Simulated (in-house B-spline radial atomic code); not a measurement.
The neon ion Ne⁶⁺: [He] 2s2

Level of theory: non-relativistic BHandHLYP, spin-polarised, spherical fractional occupations, exact exchange averaged over the configuration, point nucleus; calculated with a B-spline radial code for spherical atoms.

Screening seen three ways: the hydrogenic charge with the same mean radius, Z_r = [3n² - l(l+1)]/(2<r>), the one with the same energy, Z_e = n√(-2ε), and Slater's rules. Values are occupation-weighted means over spin.

| shell | electrons | ε (eV) | <r> (bohr) | Z_r | Z_e | Slater |
| --- | --- | --- | --- | --- | --- | --- |
| 1s | 2 | -1073.1 | 0.1567 | 9.57 | 8.88 | 9.70 |
| 2s | 2 | -198.55 | 0.7107 | 8.44 | 7.64 | 7.95 |

The least bound orbital is 2s at -198.5 eV, and it is also the most diffuse (<r> = 0.7107 bohr).
